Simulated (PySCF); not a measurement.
Sn(Cl)3(SeH) (Cl₃HSeSn), SMILES [Cl][Sn]([Cl])([Cl])[SeH].

Geometry: B3LYP-D3(BJ)/def2-SVP. The structure was generated by enumeration; whether it is a known compound was not checked. The def2 effective core potentials stand for the cores of Sn; spin–orbit coupling is left out. The values are those of a single conformer.

Calculation: PySCF with PBE/def2-TZVP.

Isolated molecule, no solvent.

Estimate the frontier levels, gap, dipole moment and polarisability. (Estimate from the structure and the level; the computed values follow.)


```json
{
  "highest_occupied_level": "-6.89 eV",
  "lowest_empty_level": "-4.18 eV",
  "orbital_gap": "2.71 eV",
  "dipole_moment": "2.18 D",
  "quadrupole, principal values (traceless, Buckingham form, about the centre of nuclear charge)": "-4.55, -0.12, 4.67 D·Å",
  "mean_static_polarisability": "107.6 bohr³ (15.95 Å³)",
  "polarisability_principal_values": "99.8, 101.5, 121.5 bohr³"
}
```
